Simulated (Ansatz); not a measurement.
AlBH5NS (`B[S][AlH][NH2]`), charge 0, multiplicity 1.

Task: Give a relaxed structure at PBE0-D4/def2-TZVP (Ansatz 0.2.0). (Best estimate.)

Result: Computed: 
Z-matrix (Å, degrees):
```
B
S 1 1.780
H 1 1.193 2 117.1
H 1 1.194 2 122.6 3 180.0
Al 2 2.214 1 101.4 3 -180.0
N 5 1.758 2 121.6 1 -0.0
H 5 1.576 2 118.2 1 180.0
H 6 1.007 5 123.2 2 -180.0
H 6 1.006 5 126.1 2 0.0
```
Point group Cs.
This is one stationary point; other conformers may exist.
